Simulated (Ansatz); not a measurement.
Several settings on one geometry of Cu(CO) (CuCO) (that of the charge 0 doublet, r2SCAN-D4/def2-TZVP). Ansatz on 4 threads of Arm Neoverse V2 on a shared host; times are rough.

```xyz
3

Cu   -0.108    0.070   -1.565
C     0.246   -0.133    0.252
O    -0.138    0.064    1.313
```

Totals from different functionals, basis sets or treatments of relativity can't be compared as stabilities.

The 6-31G sets use Cartesian d functions.

Scalar relativity in a set contracted without it gives distorted totals.

(1) Give the basis size and estimate the energy, ⟨S²⟩, dipole and time of these runs.

```
run                     method  charge    state                                                                                                       further keys
  1     UKS LDA (SPW92)/6-31G*       0  doublet  pseudopotentials: {relativity: scalar}; accuracy: high; scf: {omitted_lower_state_checks: [starts]}; forces asked
  2  UKS rPW86-PBE/aug-cc-pVDZ       0  doublet                                        final_grid: {core_spheres: 8, valence_spheres: 7, degree: 23}; forces asked
  3       UKS ωB97/aug-cc-pVDZ       0  doublet                                                                        scf: {omitted_lower_state_checks: [starts]}
```

Results:

(1) 
| run | functions | energy (Eh) | ⟨S²⟩ | dipole (D) | wall time |
| --- | --- | --- | --- | --- | --- |
| 1 | 66 | -1761.4371 | 0.75 | 0.59 | 1.2 s |
| 2 | 105 | -1754.8839 | 0.75 | 0.60 | 2.6 s |
| 3 | 105 | -1753.9786 | 0.76 | – | 3.4 s |
